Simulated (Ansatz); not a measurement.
Ideal-gas functions of CH$_{3}$BrOSi, SMILES `O=C[SiH2]Br` at 600 K and 1 bar, from an Ansatz frequency run at PBE0-D4/def2-TZVP.

Molar mass 139.02 g/mol, point group Cs (symmetry number 1), electronic degeneracy 1, moments of inertia 35.661, 372.382, 402.024 u Å². Harmonic wavenumbers (cm⁻¹, unscaled): 40, 108, 284, 447, 453, 647, 701, 815, 904, 927, 1373, 1783, 2249, 2265, 2864.

Use S(trans) = R[1.5 ln M + 2.5 ln T − 1.1517]; rotational temperatures θ = 24.2544 K / I; S(rot) = R[ln(√π/σ · √(T³/θAθBθC)) + 1.5]; for each mode x = 1.438777 ν̃/T, S = R[x/(eˣ − 1) − ln(1 − e⁻ˣ)] and H = RT x/(eˣ − 1); 1 cm⁻¹ = 0.0119627 kJ/mol; R = 8.31446 J/(mol·K).

**Question.** By hand: the entropy, in J/(mol·K).

**Answer.** Translation 184.9. Rotation: θ = 0.6801, 0.0651, 0.0603 K, giving 121.6. Vibration, mode by mode: 27.81, 19.57, 11.67, 8.12, 8.02, 5.45, 4.91, 3.95, 3.34, 3.20, 1.37, 0.62, 0.24, 0.24, 0.07, in all 98.6. Electronic 0.0. Sum 405.1 J/(mol·K).

**Question.** By hand: H − E and G − E in kJ/mol, counted from the electronic energy.

**Answer.** Zero-point energy ½ × 15860 × 0.0119627 = 94.9; thermal vibration 27.7; translation, rotation and pV give 4 RT = 20.0. H − E = 142.6 kJ/mol, and G − E = 142.6 − 600 × 405.1/1000 = -100.5 kJ/mol.

Vibration gives 24 % of the entropy, 47.4 J/(mol·K) of it from the modes under 150 cm⁻¹: soft modes count most, and the harmonic formula is weakest for them. The sum counts one conformer and one mirror image; others add a mixing term.
